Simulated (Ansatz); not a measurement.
Cost and result for the atomization energy of CH$_{5}$BClFSSi, SMILES `FB(CCl)[SiH2]S` (11 atoms, 10 bonds).

| atom | x (Å) | y (Å) | z (Å) |
| --- | --- | --- | --- |
| F1 | -1.090 | -1.971 | -0.594 |
| B2 | -0.355 | -0.882 | -0.404 |
| C3 | 1.208 | -1.024 | -0.485 |
| Cl4 | 1.463 | -1.149 | 1.299 |
| Si5 | -1.275 | 0.874 | 0.062 |
| S6 | 0.155 | 2.430 | 0.425 |
| H7 | 1.756 | -0.149 | -0.825 |
| H8 | 1.590 | -1.937 | -0.937 |
| H9 | -2.219 | 0.706 | 1.199 |
| H10 | -2.049 | 1.362 | -1.112 |
| H11 | 0.817 | 1.740 | 1.371 |

Charge 0, multiplicity 1. All single points use the PBE0-D4/def2-TZVP geometry. It is one conformer, not always the lowest. Program: Ansatz. All runs use 4 threads of an Arm Neoverse V2 on a shared host. Times are those of one run each, without the atoms' runs, and a repeat can differ threefold. Electronic energies, without spin–orbit coupling; frozen cores. CCSD(T)/CBS adds CCSD(T) − MP2 in def2-TZVPP to the MP2 limit, and its time is that of the two runs behind it. T1 = 0.013. B3LYP takes the VWN-RPA correlation (the form of Gaussian; ORCA's B3LYP/G).

CCSD(T)/CBS is a level of theory with its own doubt, some kJ/mol a heavy atom from the limit and from the frozen cores, so smaller differences don't rank the functionals.

| level | functions | wall time |
| --- | --- | --- |
| PBE-D4/def2-TZVPP (with forces) | 289 | 3 s |
| PBE0-D4/def2-TZVPP | 289 | 4.3 s |
| r2SCAN-D4/def2-TZVPP (with forces) | 289 | 6.5 s |
| B3LYP-D4/def2-TZVPP (with forces) | 289 | 6.5 s |
| B2PLYP/def2-TZVPP | 289 | 7 s |
| ωB97X-V/def2-TZVPP | 289 | 10 s |
| ωB97M-V/def2-TZVPP (with forces) | 289 | 14 s |
| MP2/def2-QZVPP | 531 | 27 s |
| CCSD(T)/def2-TZVPP | 289 | 4.5 min |
| CCSD(T)/CBS(def2) | – | 5 min |

What atomization energy does each give, and how far from CCSD(T)/CBS? (An estimate is asked.)

The calculation gave: 
| level | atomization (kJ/mol) | difference from CCSD(T)/CBS | per bond |
| --- | --- | --- | --- |
| PBE-D4/def2-TZVPP (with forces) | 3909.5 | 82.0 | 8.2 |
| PBE0-D4/def2-TZVPP | 3849.8 | 22.3 | 2.2 |
| r2SCAN-D4/def2-TZVPP (with forces) | 3863.8 | 36.3 | 3.6 |
| B3LYP-D4/def2-TZVPP (with forces) | 3821.5 | -6.0 | -0.6 |
| B2PLYP/def2-TZVPP | 3776.6 | -50.9 | -5.1 |
| ωB97X-V/def2-TZVPP | 3857.3 | 29.8 | 3.0 |
| ωB97M-V/def2-TZVPP (with forces) | 3856.1 | 28.6 | 2.9 |
| MP2/def2-QZVPP | 3861.7 | 34.2 | 3.4 |
| CCSD(T)/def2-TZVPP | 3723.2 | -104.3 | -10.4 |
| CCSD(T)/CBS(def2) | 3827.5 | 0.0 | 0.0 |

The D4 term adds +50.5 kJ/mol with B3LYP and +26.8 kJ/mol with PBE0; it sums over pairs of atoms, weighted by their polarisabilities, and B3LYP, whose exchange is more repulsive, gets the larger term. From PBE to PBE0 (25 % exact exchange), in def2-TZVPP and without D4, the atomization energy moves by −55.4 kJ/mol: exact exchange takes away binding that semilocal exchange gives to molecules. In def2-TZVPP, CCSD(T) changes the Hartree–Fock value by +878.3 kJ/mol (the triples alone add +62.1 kJ/mol) and MP2 by +955.6 kJ/mol; breaking electron pairs costs correlation energy, which Hartree–Fock lacks.
